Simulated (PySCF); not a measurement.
## How methods differ on the interval between two levels of O⁺

O⁺ [He] 2s2 2p3 [4S3/2, M_J = 3/2] → O⁺ [He] 2s1 2p4 [4P5/2, M_J = 5/2], as a difference of total energies. Computed with PySCF 2.14 in x2c-SVPall-2c with one added diffuse shell of s type (4s2p1d, 15 functions), with the two-component X2C-1e Hamiltonian. Correlated levels: 1s2 frozen. "Screened" scales the spin-orbit matrix elements by Boettger's factors to mimic the two-electron term; Breit and QED terms are absent.

| method | interval between two levels (cm⁻¹) | error (cm⁻¹) |
| --- | --- | --- |
| GHF (spin-free) | 116820 | -3018 |
| GMP2 (spin-free) | 117160 | -2673 |
| GHF (screened spin-orbit) | 116730 | -3104 |
| GMP2 (screened spin-orbit) | 117080 | -2760 |

Reference: 119840 cm⁻¹ (measured; NIST Handbook of Basic Atomic Spectroscopic Data (Sansonetti and Martin, J. Phys. Chem. Ref. Data 34, 1559 (2005))).

Errors of the correlated levels include the incompleteness of this basis and the frozen core.

The labels give the starting determinants; with spin-orbit coupling the two ends relaxed to ⟨J²⟩ = 3.76, ⟨L²⟩ = 0.00, ⟨S²⟩ = 3.76 and ⟨J²⟩ = 8.76, ⟨L²⟩ = 2.00, ⟨S²⟩ = 3.76.
